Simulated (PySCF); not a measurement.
**Exercise with solution: entropy of an ideal gas**

PbHF, SMILES [F][PbH] (connectivity only; charge and spin as stated), neutral, multiplicity 1.

The structure is a stationary point at B3LYP-D3(BJ)/def2-TZVP. The def2 effective core potentials stand for the cores of Pb; spin–orbit coupling is left out.

B3LYP-D3(BJ)/def2-TZVP (PySCF) gives the harmonic wavenumbers 509, 541, 1564 cm⁻¹ and the rotational temperatures 6.9517, 0.3252, 0.3107 K. The molar mass is 227.21 g/mol, the symmetry number 1, the spin multiplicity 1.

### Question
Work out the entropy at 298.15 K and 1 atm in the rigid-rotor, harmonic-oscillator model.

### Answer

Translation (Sackur–Tetrode at 1 atm): S = R[1.5 ln M + 2.5 ln T − 1.16487] = 176.4 J/(mol K).
Rotation: q = (√π/σ) T^1.5/√(θA θB θC) = 10900, S = R[ln q + 3/2] = 89.8 J/(mol K).
Vibration: with u = 1.4388 ν/T, each mode gives R[u/(e^u − 1) − ln(1 − e^−u)]:
```csv
ν (cm⁻¹),modes,u,S (J/(mol K))
509,1,2.46,2.66
541,1,2.61,2.36
1564,1,7.55,0.04
```
These are all the modes. Sum 5.1 J/(mol K).
Spin: R ln 1 = 0.0 J/(mol K).
Total 271.2 J/(mol K); the program's own thermochemistry gives 271.2. Translation makes up 65 % and vibration 2 %. Anharmonicity, hindered rotation and orbital degeneracy are left out.
